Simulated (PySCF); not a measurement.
Species: Ge(OAc)H3, C2H6GeO2.
Bonds: Ge1–O2, O2–C3, C3–C4, C3–O5. Hydrogens: H9, H10, H11 on Ge1; H6, H7, H8 on C4.

Lines to be assigned: C 1s: 291.27 (area 1), 294.59 (area 1) eV; O 1s: 537.58 (area 1), 538.55 (area 1) eV.

Level of theory: PySCF, delta-SCF UKS SCAN, pcX-2 on the ionised atom, pcseg-1 elsewhere, spin-free X2C. Isolated species at its PBE0-D3(BJ)/def2-SVP geometry (one conformer only).

Q: Assign the C 1s lines to atoms.

A: 291.27 eV: C4 (carbon bonded to C and 3 H); 294.59 eV: C3 (carbon bonded to C and 2 O). Lowest listed C 1s: C4, bonded to C and 3 H. Highest, 3.32 eV above it: C3, bonded to 2 O and C.

Q: Which oxygen gives which O 1s line?

A: 537.58 eV: O5 (oxygen bonded to C); 538.55 eV: O2 (oxygen bonded to C and Ge). The listed O 1s values span 0.97 eV, from O5 (bonded to C) to O2 (bonded to C and Ge).

Bonded neighbours of each site: O2: C and Ge; C3: 2 O and C; C4: C and 3 H; O5: C.

Q: Give the binding energy of C 1s of C4 in hartree and in kJ/mol.

A: 291.27 eV = 10.7040 Eh = 28103 kJ/mol.

No level of germanium is listed.
